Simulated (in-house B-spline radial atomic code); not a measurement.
**RPA and G0W0 on PBE0: neutral chromium**

Configuration [Ar] 3d5 4s1, highest spin, mean-field start PBE0. Computed with an all-electron radial atomic-structure program (B-spline basis): all electrons, scalar-relativistic (spin-free one-electron X2C), finite nucleus, each spin shell either full or empty, empty states to l = 9 with an (l + 1/2)⁻⁴ tail; G0W0 by contour deformation at full frequency.

RPA overbinds a lone outer s electron by self-correlation, and G0W0 tends to as well.

Command:
```bash
python run_gw.py task.json out
```
Settings (radii: box in bohr, nucleus in fm):
```
Z                        24
electrons                24
configuration            [Ar] 3d5 4s1
hamiltonian              x2c
method                   pbe0
lmax                     9
rms_radius               3.6452
spin_polarised           True
box_radius               40
intervals                73
ion_configuration        [Ar] 3d5
```

Cost of the run: 9.8 s on 1 thread of Arm Neoverse N1, on a shared host.

Energies (hartree):

```tsv
term	value
mean-field total	-1050.59951
Hartree-Fock functional on these orbitals	-1049.65956
direct second order	-1.879
second-order exchange	0.63409
SOSEX correction	0.55977
```

**Question.** What is the RPA correlation energy, and what remains with SOSEX?

**Answer.** RPA gives -1.5695 hartree (-1.78 eV per electron); RPA + SOSEX gives -1.0097, and the second-order doubles -1.2449 hartree (no singles). SOSEX takes back 36 % of the RPA value.

Quasi-particle levels (eV):

```csv
level,occupied,mean field,Σx - vxc,Σc,QP weight,G0W0
4s up,yes,-4.955,-1.52,?,?,?
4p up,no,-0.672,1.53,-0.48,0.941,0.385
```

G0W0 = mean field + (Σx - vxc) + Σc, with Σc (partial-wave tail included) taken at the quasi-particle energy. Only the outer levels were computed. Levels of low weight are left out. An empty level above zero is unbound and depends on the box.

**Question.** Where does G0W0 put 4s up?

**Answer.** At -7.320 eV, with Σc = -0.84 eV and a quasi-particle weight of 0.880. The tabulated removal energy is 6.767 eV (NIST, measured); the calculation leaves out spin-orbit coupling, Breit and QED terms, and what these don't explain is the method's own error.

**Question.** What does it cost to remove one electron (to [Ar] 3d5) by differences of total energies, each species on its own start (correlation terms add to the Hartree-Fock functional)?

**Answer.** PBE0 7.052 eV, Hartree-Fock functional 5.896 eV, + RPA 7.304 eV, + RPA + SOSEX 6.534 eV, + second order 7.305 eV. Tabulated: 6.767 eV (NIST, measured); the calculation leaves out spin-orbit coupling, Breit and QED terms, and what these don't explain is the method's own error.
